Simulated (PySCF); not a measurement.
## Chlorine: a sound run and one with changed settings

Sound run: Cl²⁺ [Ne] 3s2 3p3, Cl³⁺ [Ne] 3s2 3p2. Calculation: PySCF 2.14, in cc-pV(T+d)Z (5s4p3d1f, 39 functions); no relativity, point nucleus. In the sound run the correlated levels freeze [Ne]. The sound run starts from symmetry-adapted Hartree-Fock orbitals and uses a fine grid where one is needed.

A second run was set up differently.

| species | method | sound run (hartree) | changed run (hartree) | converged |
| --- | --- | --- | --- | --- |
| Cl²⁺ | UHF | -458.22276 | -453.24325 | yes |
| Cl²⁺ | M06-L | -458.80451 | -453.71869 | yes |
| Cl²⁺ | M06-2X | -458.78721 | -453.74076 | yes |
| Cl²⁺ | MP2 | -458.31877 | -453.24325 | yes |
| Cl³⁺ | UHF | -456.79110 | -451.71416 | yes |
| Cl³⁺ | M06-L | -457.34016 | -452.15243 | yes |
| Cl³⁺ | M06-2X | -457.33654 | -452.18979 | yes |
| Cl³⁺ | MP2 | -456.86338 | -451.72268 | yes |
| Cl³⁺ | CCSD(T) | -456.88916 | -451.72898 | yes |

Ionisation energy of Cl²⁺:

```tsv
method	sound run (eV)	changed run (eV)
UHF	38.958	41.609
M06-L	39.847	42.620
M06-2X	39.475	42.204
MP2	39.603	41.377
SCS-MP2	39.406	41.330
```

Q: What was changed?
A. angular grid far too coarse
B. minimal basis
C. a valence shell is frozen
D. level shift left on

A: B. It used basis STO-3G. A minimal basis cannot let orbitals breathe on ionisation and holds almost no correlation.
